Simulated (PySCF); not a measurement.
## Ligand-field analysis of [Mn(OH)6]-

The complex [Mn(OH)6]- (charge -1) contains Mn(V), shell d2. The structure is a model geometry with rigid ligands and bond lengths from ionic radii, not a minimum; coordination octahedral, point group S6, metal–donor distances 1.78 Å.

The d shell alone is too small an active space for [Mn(OH)6]- (an active orbital has only 0.58 squared overlap with the free ion's shell): its levels, fitted parameters, g values and moments show what this model gives and aren't sound predictions.

```
13

Mn    0.0000    0.0000    0.0000
O     0.0000    0.0000    1.7800
H     0.8000    0.0000    2.3200
O     0.0000    0.0000   -1.7800
H    -0.8000    0.0000   -2.3200
O     1.7800    0.0000    0.0000
H     2.3200    0.8000    0.0000
O    -1.7800    0.0000    0.0000
H    -2.3200   -0.8000    0.0000
O     0.0000    1.7800    0.0000
H     0.0000    2.3200    0.8000
O     0.0000   -1.7800    0.0000
H     0.0000   -2.3200   -0.8000
```

Method (PySCF 2.14, density fitting): CASSCF(2,5) with orbitals averaged over all microstates of the shell, strongly contracted NEVPT2 on the averaged canonical orbitals; basis x2c-TZVPall on the metal, x2c-SVPall elsewhere; spin-free X2C; IEF-PCM water; spin-orbit coupling by state interaction with the mean-field operator over all roots.

## Spin-free states

| 2S+1 | deg. | symmetry | cubic parent | free-ion term | CASSCF / cm⁻¹ | NEVPT2 / cm⁻¹ | f(ED) | occupations |
| --- | --- | --- | --- | --- | --- | --- | --- | --- |
| 3 | 2 | 3Eg | 3T1g 1.00 | 3F 0.91 | 0 | 0 | – | 0.5 0.5 1.0 0.0 0.0 |
| 3 | 1 | 3Ag | 3T1g 0.98 | 3F 0.86 | 192 | 245 | 0 | 1.0 1.0 0.0 0.0 0.0 |
| 1 | 2 | 1Eg | 1T2g 0.98 | 1D 0.51 | 13513 | 12076 | – | 0.9 0.9 0.2 0.0 0.0 |
| 1 | 2 | 1Eg | 1Eg 0.97 | 1G 0.52 | 14682 | 12298 | – | 0.6 0.6 0.8 0.0 0.0 |
| 1 | 1 | 1Ag | 1T2g 0.99 | 1D 0.57 | 14128 | 12456 | – | 0.4 0.4 1.2 0.0 0.0 |
| 1 | 1 | 1Ag | 1A1g 0.99 | 1G 0.61 | 32398 | 27444 | – | 0.6 0.6 0.8 0.0 0.0 |
| 3 | 1 | 3Ag | 3T2g 0.97 | 3F 1.00 | 28368 | 35772 | 0 | 0.5 0.5 0.0 0.5 0.5 |
| 3 | 2 | 3Eg | 3T2g 0.99 | 3F 1.00 | 28715 | 36131 | 0 | 0.3 0.3 0.5 0.5 0.5 |
| 3 | 1 | 3Ag | 3T1g 0.99 | 3P 0.85 | 39241 | 41974 | 0 | 0.5 0.5 0.0 0.5 0.5 |
| 3 | 2 | 3Eg | 3T1g 1.00 | 3P 0.91 | 40566 | 43028 | 0 | 0.2 0.2 0.6 0.5 0.5 |
| 1 | 2 | 1Eg | 1T2g 0.95 | 1G 0.53 | 41405 | 46006 | – | 0.3 0.3 0.4 0.5 0.5 |
| 1 | 1 | 1Ag | 1T2g 0.98 | 1G 0.59 | 41319 | 46047 | – | 0.5 0.5 0.0 0.5 0.5 |
| 1 | 1 | 1Ag | 1T1g 0.98 | 1G 0.99 | 45467 | 48680 | – | 0.5 0.5 0.0 0.5 0.5 |
| 1 | 2 | 1Eg | 1T1g 0.94 | 1G 0.99 | 45978 | 49216 | – | 0.2 0.2 0.6 0.5 0.5 |
| 3 | 1 | 3Ag | 3A2g 0.98 | 3F 0.99 | 60717 | 70213 | 0 | 0.0 0.0 0.0 1.0 1.0 |
| 1 | 2 | 1Eg | 1Eg 0.98 | 1D 0.52 | 74270 | 78248 | – | 0.0 0.0 0.0 1.0 1.0 |
| 1 | 1 | 1Ag | 1A1g 0.99 | 1S 0.60 | 89982 | 85990 | – | 0.0 0.0 0.0 1.0 1.0 |

Energies are counted from the ground state at NEVPT2 level. Weights follow the labels. f(ED) is the electric-dipole oscillator strength from the ground state at the fixed geometry, without vibronic coupling; occupations, where given, run over the ligand-field orbitals from the lowest.

## Ligand-field fit

| cm⁻¹ | CASSCF |
| --- | --- |
| 10Dq | 30135 |
| B | 877 |
| B, free ion | 1425 |
| C | 3588 |
| C, free ion | 5410 |
| rms of the fit | 1073 |

```json
{"orbital": "1", "CASSCF / cm⁻¹": "0", "metal share": "0.87", "main function": "degenerate set"}
{"orbital": "2", "CASSCF / cm⁻¹": "0", "metal share": "0.87", "main function": "degenerate set"}
{"orbital": "3", "CASSCF / cm⁻¹": "840", "metal share": "0.87", "main function": "xy 0.33"}
{"orbital": "4", "CASSCF / cm⁻¹": "30415", "metal share": "0.67", "main function": "degenerate set"}
{"orbital": "5", "CASSCF / cm⁻¹": "30415", "metal share": "0.67", "main function": "degenerate set"}
```

ζ = 325 cm⁻¹, against 464 for the free ion.

## Magnetism

Degenerate or low-lying orbital states mix with the ground state, so no spin-only Hamiltonian applies. The lowest spin-orbit level is 2-fold; the next lies at 114.9 cm⁻¹. The two lowest states form a pseudo-doublet split by 0.000 cm⁻¹ with g_z = 1.70. μeff is 2.33 μB at 300 K and 0.99 μB at 10 K; the spin-only value is 2.83 μB.

```tsv
T / K	χT / cm³ K mol⁻¹	μeff / μB	χT along axes a, b, c
2	0.097	0.88	0.01 0.01 0.27
5	0.106	0.92	0.02 0.02 0.27
10	0.123	0.99	0.05 0.05 0.27
20	0.156	1.12	0.10 0.10 0.27
30	0.189	1.23	0.15 0.15 0.27
50	0.248	1.41	0.24 0.24 0.27
75	0.310	1.57	0.33 0.33 0.27
100	0.363	1.70	0.40 0.40 0.29
150	0.455	1.91	0.51 0.51 0.36
200	0.539	2.08	0.59 0.59 0.44
250	0.614	2.22	0.65 0.65 0.53
300	0.680	2.33	0.71 0.71 0.62
```

Axes in the frame of the coordinates: a = (-0.57, 0.79, -0.22); b = (-0.58, -0.21, 0.79); c = (0.58, 0.58, 0.58).

Powder magnetisation at 2 K: 0.04 μB at 0.5 T, 0.09 μB at 1 T, 0.16 μB at 2 T, 0.23 μB at 3 T, 0.33 μB at 5 T, 0.39 μB at 7 T.

The geometry is a model, and the complex may not exist in this form. Charge-transfer states lie outside this active space and may come lower than some of these levels. The ground state is orbitally degenerate in this regular structure, which would distort (Jahn–Teller), so its moment is that of the undistorted model. 3Ag (from 3T1g) (245 cm⁻¹) lies within 300 cm⁻¹ of 3Eg (from 3T1g) at NEVPT2 level, inside the method's error: they are parts of one split term, whose order is undecided, and g values and low-temperature moments can hang on it. NEVPT2 lifts 3Ag (from 3T2g) from 28368 to 35772 cm⁻¹; on the d shell alone it tends to overshoot states that fill the eg-type orbitals. NEVPT2 on the d shell alone tends to put d–d bands too high for such charged or covalently bound ions.

The job took 15 s on one thread of AMD EPYC 9R14 (shared host), with 162 basis functions, launched as `OMP_NUM_THREADS=1 python lf_run.py task.json out`.
